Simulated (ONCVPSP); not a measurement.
**P: ONCV pseudisation with PBE, non-relativistic reference atom.**

- Element: phosphorus (P)
- Generator: ONCVPSP 4.0.1
- Type: optimised norm-conserving Vanderbilt (ONCV)
- Functional: PBE
- Relativity: non-relativistic
- Frozen core: [Ne]
- Valence charge: 5
- Reference configuration: 3s2 3p2 (charge +1)
- Partial waves: 3s: rc 1.55 bohr, ncon 4, nbas 8, qcut 3.7 1/bohr, 3 projectors, debl 2.1 Ha; 3p: rc 1.65 bohr, ncon 4, nbas 8, qcut 4.2 1/bohr, 3 projectors, debl 3.9 Ha; d scattering state at 0.19 Ha: rc 1.45 bohr, ncon 4, nbas 8, qcut 6.8 1/bohr, 2 projectors, debl 3.6 Ha
- Local potential: polynomial inside 0.90 bohr (lpopt 5, dvloc0 -1 Ha)
- Core correction: polynomial model core, fcfact 0.2

All-electron outer shells of the reference configuration (PBE, non-relativistic, ld1.x):

```
shell  level (eV)  outermost node (bohr)  outermost maximum (bohr)
   2s     -183.69                   0.14                      0.42
   2p     -135.16                      –                      0.36
   3s      -23.21                   0.66                      1.56
   3p      -14.23                   0.64                      1.76
```

Q: Estimate the cutoffs (Ha) at which the residual kinetic energy of the hardest occupied pseudo-wave falls to 1 and 0.1 mHa per electron.

A: 30 Ha and 67 Ha.

Q: What does a ghost test show?

A: No bound ghost flagged; GHOST(+) flagged for s at 156.0 eV.

Q: Which valence shell sets the plane-wave cutoff?

A: 3s: 30 Ha for 1 mHa per electron, against 5 Ha for 3p.

Q: Tests: 3s2 3p3; 3s2 3p1; 3s2 3p0; 3s0 3p5. Which has the largest error in its energy relative to the reference configuration, and how large is it?

A: 3s2 3p0, with +42 meV (all-electron minus pseudo) on +48.91 eV.
